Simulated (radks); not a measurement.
Hf18+, configuration [Kr] 4d10 4f8 (the NIST ground configuration).

All-electron calculation, scalar-relativistic Kohn-Sham, LDA (Slater exchange, Perdew-Wang correlation), spin-unpolarised, spherical densities, finite nucleus; Fermi nuclear charge, rms radius 5.347 fm. Program: a radial shooting solver on a logarithmic mesh with Libxc functionals.

Energy parts (hartree):
| part | energy |
|---|---|
| total | -14946.6095 |
| kinetic | 16377.8424 |
| electron-nucleus | -35967.3457 |
| Hartree | 4924.2304 |
| exchange-correlation | -281.3366 |

Orbitals (lengths in bohr, moments of r in powers of bohr; r(90%) holds 90 % of the orbital's charge):
[
 {"orbital": "1s", "occ.": "2", "eigenvalue (hartree)": "-2413.081", "<1/r>": "83.71", "r(90%)": "0.0345"},
 {"orbital": "2s", "occ.": "2", "eigenvalue (hartree)": "-426.5197", "<1/r>": "19.55", "r(90%)": "0.125"},
 {"orbital": "2p", "occ.": "6", "eigenvalue (hartree)": "-376.7808", "<1/r>": "17.85", "r(90%)": "0.117"},
 {"orbital": "3s", "occ.": "2", "eigenvalue (hartree)": "-110.0041", "<1/r>": "7.235", "r(90%)": "0.306"},
 {"orbital": "3p", "occ.": "6", "eigenvalue (hartree)": "-95.13409", "<1/r>": "6.713", "r(90%)": "0.312"},
 {"orbital": "3d", "occ.": "10", "eigenvalue (hartree)": "-77.48000", "<1/r>": "6.352", "r(90%)": "0.293"},
 {"orbital": "4s", "occ.": "2", "eigenvalue (hartree)": "-34.74828", "<1/r>": "3.131", "r(90%)": "0.658"},
 {"orbital": "4p", "occ.": "6", "eigenvalue (hartree)": "-29.74833", "<1/r>": "2.875", "r(90%)": "0.700"},
 {"orbital": "4d", "occ.": "10", "eigenvalue (hartree)": "-23.28241", "<1/r>": "2.602", "r(90%)": "0.752"},
 {"orbital": "4f", "occ.": "8", "eigenvalue (hartree)": "-16.03844", "<1/r>": "2.270", "r(90%)": "0.821"},
 {"orbital": "5s", "occ.": "0", "eigenvalue (hartree)": "-15.46939", "<1/r>": "1.503", "r(90%)": "1.28"},
 {"orbital": "5p", "occ.": "0", "eigenvalue (hartree)": "-13.71005", "<1/r>": "1.387", "r(90%)": "1.38"}
]

The highest occupied level is 4f at -436.43 eV. Summed over all electrons, <r^2> = 8.509 bohr^2, which gives a Langevin (diamagnetic) susceptibility term of -6.74 x 10^-6 cm^3/mol. The electron density at the nucleus is 1.276e+06 e/bohr^3 (large components only). For comparison, the ionisation energy in NIST's Atomic Spectra Database is 481 eV (theoretical). In exact Kohn-Sham theory the highest level is minus the ionisation energy, but local and semilocal functionals leave it too shallow, through self-interaction and a potential that decays too fast; potentials with the right tail come closer. The density falls to 0.001 e/bohr^3 at r = 1.59 bohr.

Beside tabulated values, note that spin-unpolarised runs miss the spin-polarisation part of the exchange energy of open shells.
